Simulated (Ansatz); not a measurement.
`[OH][GaH][Si](F)(F)F` and `F[Si](F)(F)B(Cl)Cl` differ in one atom or group.

Ansatz, PBE0-D4/def2-TZVP geometries, multiplicity 1. Each molecule was computed in one conformer, which needn't be the lowest.

Scalar relativity is left out up to krypton.

```tsv
property	`[OH][GaH][Si](F)(F)F`
size of the dipole moment (PBE/def2-TZVPP) / D	0.64
HOMO energy (B3LYP/def2-TZVPP) / eV	-8.36
LUMO energy (B3LYP/def2-TZVPP) / eV	-2.43
HOMO–LUMO gap (PBE0/def2-TZVPP) / eV	6.38
LUMO energy (PBE0/def2-TZVPP) / eV	-2.18
HOMO–LUMO gap (ωB97M-V/def2-TZVPP) / eV	10.26
```

Task: Give the same properties after the change, and the shifts. (Best estimate.)

Result: Computed: 
| property | `F[Si](F)(F)B(Cl)Cl` | shift |
| --- | --- | --- |
| size of the dipole moment (PBE/def2-TZVPP) / D | 1.60 | 0.96 |
| HOMO energy (B3LYP/def2-TZVPP) / eV | -8.92 | -0.56 |
| LUMO energy (B3LYP/def2-TZVPP) / eV | -2.99 | -0.56 |
| HOMO–LUMO gap (PBE0/def2-TZVPP) / eV | 6.30 | -0.08 |
| LUMO energy (PBE0/def2-TZVPP) / eV | -2.84 | -0.66 |
| HOMO–LUMO gap (ωB97M-V/def2-TZVPP) / eV | 10.55 | 0.29 |

With PBE0 the HOMO falls by 0.59 eV and the LUMO falls by 0.66 eV, so the gap narrows by about 0.07 eV. PBE moves the HOMO by -0.52 eV and ωB97M-V by -0.62 eV. Dipoles are sizes alone; their direction can turn.

B3LYP here is the variant with VWN-RPA as its local correlation; programs differ in this.
